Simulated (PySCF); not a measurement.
Input for PySCF: U-HF/6-31G* on H2S2 (SMILES SS), a point of a bond scan (R = 3.626 Å).

```python
from pyscf import gto, scf, dft, mp
from pyscf.data.elements import chemcore

mol = gto.M(
    atom='''
    S    -0.91220280    0.05376255    0.49115994
    S     2.28044048    0.05897060   -1.22743739
    H    -1.53586809   -0.88394706   -0.24893520
    H     2.90475185   -0.88183891   -0.49183472
    ''',
    basis='6-31g*',
    cart=True,
    charge=0, spin=0, verbose=3, max_memory=1800)
mf = scf.UHF(mol)
mf.conv_tol = 1e-8
mf.max_cycle = 100
mf.init_guess_breaksym = True
mf.kernel()
if not mf.converged:
    mf = mf.newton().run(mf.mo_coeff, mf.mo_occ)
for _ in range(4):
    mo, _, stable, _ = mf.stability(return_status=True)
    if stable:
        break
    mf.kernel(mf.make_rdm1(mo, mf.mo_occ))
```

It printed:

```
converged SCF energy = -796.017566802946  <S^2> = 8.3884544e-09  2S+1 = 1
<class 'pyscf.scf.uhf.UHF'> wavefunction has an internal instability
converged SCF energy = -796.129448694107  <S^2> = 0.99733511  2S+1 = 2.2336832
<class 'pyscf.scf.uhf.UHF'> wavefunction is stable in the internal stability analysis
```

The run converged. Its determinant has ⟨S²⟩ = 1.00, a mixture of spin states.

Cost: roughly 0.8 core-seconds.
